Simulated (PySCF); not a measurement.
Predicted microwave data (PySCF, PBE0-D3(BJ)/def2-SVP geometry optimisation, gas phase) for one isomer of C2H7NO2Si:

```
Rotational constants : A = 11553, B = 1334, C = 1222 MHz
Dipole components    : |μa| = 2.40 D, |μb| = 2.15 D, |μc| = 0.00 D
Inertial defect      : -9.29 u·Å²
κ                    : -0.98
```

Question: Which structure is it? (One computed conformer of each.)
A. `[CH3:1][O:2][SiH2:3][NH:4][CH:5]=[O:6]` with C1–O2–Si3–N4 179°, O2–Si3–N4–C5 180°, Si3–N4–C5–O6 0°
B. `[NH2:1][SiH:2]1[O:3][CH2:4][CH2:5][O:6]1` with H–N1–Si2–O3 135° and -47°, N1–Si2–O3–C4 136°, Si2–O3–C4–C5 -28°, O3–C4–C5–O6 33°, C4–C5–O6–Si2 -24°

Answer: A. It is CO[SiH2]NC=O, a near-prolate asymmetric top, point group Cs. The candidates at the same level (rigid rotor, commonest isotopes):

```csv
SMILES,A (MHz),B (MHz),C (MHz),μa (D),μb (D),μc (D),Δ (u·Å²),point group,rotor
CO[SiH2]NC=O,11553,1334,1222,2.40,2.15,0.00,-9.29,Cs,near-prolate asymmetric top
N[SiH]1OCCO1,5715,2544,2063,0.36,0.00,1.03,-42.09,C1,asymmetric top
```

`N[SiH]1OCCO1` has B 91 % too high. In the right answer the mirror of this Cs structure is the ab plane, so μc vanishes by symmetry (the 0.02 D computed is a residue). No structure here is proved a minimum.
